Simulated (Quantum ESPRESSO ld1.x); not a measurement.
Task: The mean radii <r> (bohr) of the occupied orbitals of an atom or ion are listed with their occupations. Method: scalar-relativistic Kohn-Sham, LDA (Slater exchange, VWN5 correlation), spin-polarised, spherical densities, point nucleus; computed with ld1.x of Quantum ESPRESSO 7.5.

| orbital | occ. | <r> |
|---|---|---|
| 1s up | 1 | 0.02002 |
| 1s down | 1 | 0.02002 |
| 2s up | 1 | 0.08493 |
| 2s down | 1 | 0.08492 |
| 2p up | 3 | 0.07544 |
| 2p down | 3 | 0.07543 |
| 3s up | 1 | 0.2212 |
| 3s down | 1 | 0.2212 |
| 3p up | 3 | 0.2205 |
| 3p down | 3 | 0.2204 |
| 3d up | 5 | 0.1999 |
| 3d down | 5 | 0.1999 |
| 4s up | 1 | 0.4981 |
| 4s down | 1 | 0.4981 |
| 4p up | 3 | 0.5288 |
| 4p down | 3 | 0.5288 |
| 4d up | 5 | 0.5719 |
| 4d down | 5 | 0.5721 |
| 5s up | 1 | 1.229 |
| 5s down | 1 | 1.230 |
| 5p up | 3 | 1.472 |
| 5p down | 3 | 1.470 |
| 4f up | 7 | 0.8035 |
| 6s up | 1 | 3.518 |
| 4f down | 6 | 0.8073 |

Name the element and its charge. Open shells, if any, are filled with parallel spins first.

Result: Z = 69, thulium, charge +1: Tm+ in [Xe] 4f13 6s1. The 1s radius gives Z: for a bare nucleus <r> = (2 gamma + 1)/(2Z) with gamma = sqrt(1 - (Z/c)^2), 0.01977 bohr for Z = 69, and screening makes it slightly larger (0.02002 here). The occupations add up to 68, and the charge is Z minus that.
